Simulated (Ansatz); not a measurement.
AlBH4O2, SMILES `B[O][AlH][OH]`. Total charge 0; spin multiplicity 1. The geometry is a stationary point of PBE0-D4/def2-TZVP. It is one conformer, not always the lowest.

```xyz
8

B     1.486    1.039    0.097
O     0.443    0.217    0.220
Al   -0.864   -0.828    0.403
O    -1.976   -1.031   -0.847
H     2.526    0.619   -0.343
H     1.377    2.193    0.425
H    -1.052   -1.617    1.739
H    -1.941   -0.592   -1.694
```

Question: What is the dipole moment at PBE/def2-TZVPP? (An estimate is asked.)

Answer: Ansatz gave: 0.85 D, with components (-0.44, 0.03, -0.72) D in this frame, pointing from negative to positive charge.

Question: And with r2SCAN, B3LYP, ωB97M-V? (Best estimate.)

Answer: The calculation gave: r2SCAN 0.85 D, B3LYP 0.78 D, ωB97M-V 0.80 D.

Question: Give the Mulliken charges with PBE, B3LYP, ωB97M-V in def2-TZVPP. (An estimate is asked.)

Answer: The calculation gave: 
| atom | PBE | B3LYP | ωB97M-V |
| --- | --- | --- | --- |
| B1 | 0.10 | 0.12 | 0.06 |
| O2 | -0.19 | -0.27 | -0.28 |
| Al3 | 0.42 | 0.53 | 0.50 |
| O4 | -0.37 | -0.41 | -0.40 |
| H5 | -0.02 | -0.01 | 0.02 |
| H6 | -0.02 | -0.01 | 0.02 |
| H7 | -0.10 | -0.12 | -0.09 |
| H8 | 0.18 | 0.18 | 0.17 |

B3LYP here is the variant with VWN-RPA as its local correlation; programs differ in this.
